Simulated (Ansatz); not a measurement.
A geometry relaxed with PBE0-D3(BJ)/def2-TZVP (Ansatz, a quantum-chemistry and plane-wave program), charge 0, multiplicity 1:

```xyz
7

Se     2.1962     0.4935     0.6574
Si     0.0888     0.6867    -0.1033
H     -0.9536    -1.5184     0.2717
C     -1.1062    -0.5156    -0.1063
H      1.9834    -0.9078     1.0441
H     -0.1187     2.0553    -0.6188
H     -2.0899    -0.2937    -0.5044
```

Write the SMILES of this molecule.

`C=[SiH][SeH]`
